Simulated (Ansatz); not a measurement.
```xyz
9

C     1.4703    0.9499    0.8618
C     1.0248    0.0058    0.0886
Ge   -0.7794    0.0773   -0.6483
O    -1.7089   -1.3299   -0.0652
H     2.3593    1.2191    1.4159
H     1.6412   -0.8633   -0.1664
H    -0.7769   -0.1061   -2.1714
H    -1.4479    1.3909   -0.2067
H    -1.7826   -1.3436    0.8916
```

The species carries charge 0 and has multiplicity 2.

Problem. List the PBE/def2-TZVPP orbital energies in eV (the Gaussian-basis code of Ansatz). (An estimate is asked.)

Solution. The calculation gave: α occupied: -10804.75, -1338.05, -1191.48, -1191.47, -1191.46, -510.02, -269.88, -269.34, -162.70, -114.17, -114.13, -114.11, -30.12, -29.98, -29.96, -29.91, -29.91, -24.28, -19.17, -14.63, -13.28, -11.75, -11.08, -9.03, -8.87, -7.96, -7.33, -6.92, -5.21. α empty: -1.61, -0.04, 0.62, 0.77, 1.21, 1.59, 1.77, 2.34. β occupied: -10804.75, -1338.05, -1191.47, -1191.47, -1191.46, -510.01, -269.52, -269.37, -162.70, -114.16, -114.12, -114.11, -30.11, -29.96, -29.95, -29.90, -29.90, -24.27, -18.80, -14.37, -13.02, -11.49, -10.99, -8.90, -8.76, -7.86, -7.15, -6.82. β empty: -3.17, -1.32, 0.00, 0.70, 0.86, 1.40, 1.64, 1.87. ⟨S²⟩ = 0.757.
